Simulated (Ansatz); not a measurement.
HF5Si2 (SMILES F[SiH](F)[Si](F)(F)F), singlet, geometry from GFN2-xTB, with bond 2-1 at 1.4 times its length; SC-NEVPT2/STO-3G, CASSCF(4,4) in Ansatz (a quantum-chemistry and plane-wave program).

Ansatz was given this input:
Ansatz 0.2 input:
```yaml
crystal:
  periodic: [false, false, false]
  atoms:
    - {symbol: Si, position_ang: [-1.34265287, -0.04257273, -0.23910327]}
    - {symbol: F, position_ang: [-2.16068627, -1.69884358, 1.01536747]}
    - {symbol: F, position_ang: [-1.97215714, 1.23940177, 0.47096275]}
    - {symbol: Si, position_ang: [0.91629928, 0.00827528, -0.10985777]}
    - {symbol: F, position_ang: [1.64882635, 0.06998176, 1.29581083]}
    - {symbol: F, position_ang: [1.54458674, 1.23559291, -0.89776028]}
    - {symbol: F, position_ang: [1.58660468, -1.24905713, -0.81139906]}
    - {symbol: H, position_ang: [-1.95913373, -0.15249925, -1.54559868]}
basis:
  gaussian:
    orbitals: STO-3G
magnetization: {spin_polarized: false}
correlation: {method: sc_nevpt2, electrons: all, active_space: {window: {electrons: 4, orbitals: 4}}}
```

What the program printed (banner, timings and long lists left out):

```
Functional definition: HF
561 factors; integrals over basis functions are off by at most 3.6e-5 eV
mean field evaluation 1: about -28887.1374 eV, gradient 4.1e1 eV
mean field evaluation 2: about -28887.2337 eV, gradient 4.1e1 eV
mean field evaluation 4: about -28897.2982 eV, gradient 2.9e0 eV
mean field evaluation 8: about -28897.3524 eV, gradient 6.2e-2 eV
mean field -28897.35240179 eV, -1061.9581134368 hartree, gradient 8.9e-7 eV, S^2 0.000000; 0 other end points of the search recorded, 0 dependent functions left out; unrestricted orbitals would lower it
reference -28897.35240179 eV, -1061.9581134368 hartree; 37, 37 occupied and 7, 7 virtual orbitals, 561 factors
state -28899.61391512 eV, -1062.0412225187 hartree
state -28899.61391512 eV, -1062.0412225187 hartree; corrected -28902.70605066 eV, -1062.1548564041 hartree
Total energy: -28902.70605066 eV, -1062.1548564041 hartree
```
